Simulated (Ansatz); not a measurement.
The cluster BSb₂⁻. The state is a quintet with charge -1. Geometry PBE-D4/def2-TZVPD; atoms count from 1.

```xyz
3

B    -0.449    0.414    0.382
Sb    0.962    1.370   -1.034
Sb   -0.514   -1.784    0.652
```

In the def2 sets Sb takes a core potential; there is no spin–orbit coupling. At PBE0-D4/def2-TZVPD a triplet of charge -1 lies 2.18 eV below the quintet, each at its own geometry. The structure comes from a short search, and lower isomers may exist.

Problem. Estimate the Mulliken populations from the PBE0/def2-TZVPD orbitals of Ansatz.

Solution. 
```csv
atom,charge (e),spin (α − β)
B1,-0.24,0.21
Sb2,-0.38,1.90
Sb3,-0.38,1.90
```
Mulliken values and Mayer orders depend strongly on the basis. With diffuse functions, as here, like atoms can get unlike values, and bond orders can come out too low or too high.

Problem. Where does the spin sit?

Solution. Summed by element: B 0.21, Sb 3.79, of 4 unpaired in all. Largest on single atoms: Sb2 1.90, Sb3 1.90, B1 0.21.

Problem. And the Mayer bond orders between bonded heavy atoms (over 0.3)?

Solution. B1–Sb2 1.22 (2.22 Å); B1–Sb3 1.22 (2.22 Å). Values over 0.3 also appear between atoms too far apart for a bond (Sb2–Sb3 0.44 at 3.87 Å); they arise where an orbital or an unpaired electron spreads over both atoms.
